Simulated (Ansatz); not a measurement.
Consider the hydrogenolysis of a B–Cl bond: `[SiH3]N([SiH3])B(Cl)Cl` + H₂ → `[SiH3]N([SiH3])BCl` + HCl.

Isolated molecules relaxed with PBE0-D4/def2-TZVP in Ansatz; ΔE leaves out vibrations. CCSD(T)/CBS adds triple-zeta CCSD(T) − MP2 to the extrapolated MP2 energy (def2 sets, frozen cores). This one scheme is used for every species. Functionals use def2-TZVPP. One conformer a species, not always the lowest.

`[SiH3]N([SiH3])B(Cl)Cl`:

```xyz
12

Si    0.786   -1.448   -0.332
N    -0.079    0.082   -0.158
Si   -0.254    0.890    1.403
B    -0.644    0.675   -1.295
Cl   -1.521    2.203   -1.194
Cl   -0.507   -0.077   -2.886
H     1.264   -1.826    1.018
H     1.945   -1.286   -1.241
H    -0.123   -2.499   -0.847
H     0.435    0.042    2.404
H    -1.686    1.016    1.762
H     0.383    2.228    1.366
```

H₂:

Cartesian coordinates in Å:
```
H -0.133 -0.025 0.347
H 0.133 0.025 -0.347
```

`[SiH3]N([SiH3])BCl`:

Cartesian coordinates in Å:
```
Si 0.771 -1.409 0.111
N -0.260 0.019 0.021
Si 0.500 1.579 -0.246
B -1.651 -0.084 0.158
Cl -2.397 -1.669 0.425
H 0.662 -2.062 1.435
H 2.156 -0.898 -0.074
H 0.452 -2.366 -0.973
H 1.456 1.864 0.854
H -0.558 2.615 -0.286
H 1.248 1.557 -1.528
H -2.380 0.856 0.103
```

HCl:

Z-matrix (Å, degrees):
```
Cl
H 1 1.279
```

Is it downhill or uphill in electronic energy at CCSD(T)/CBS, and by how much? (Estimate.)

The calculation gave: Uphill: ΔE = +13.0 kcal/mol.

What do these levels give: PBE0-D4, r2SCAN, r2SCANh, CCSD/def2-TZVPP, HF/CBS(def2), MP2/CBS(def2)? (An estimate is asked.)

Ansatz gave: PBE0-D4 13.6, r2SCAN 14.2, r2SCANh 13.8, CCSD/def2-TZVPP 10.9, HF/CBS(def2) 6.5, MP2/CBS(def2) 15.7 kcal/mol.

Largest T1 diagnostic among the species: 0.012.

In def2-TZVPP, CCSD(T) changes the Hartree–Fock value by +5.7 kcal/mol (the triples alone add +1.5 kcal/mol) and MP2 by +8.4 kcal/mol. At CCSD(T), def2-SVP lies +1.5 kcal/mol from the extrapolated value and def2-TZVPP −0.6 kcal/mol.
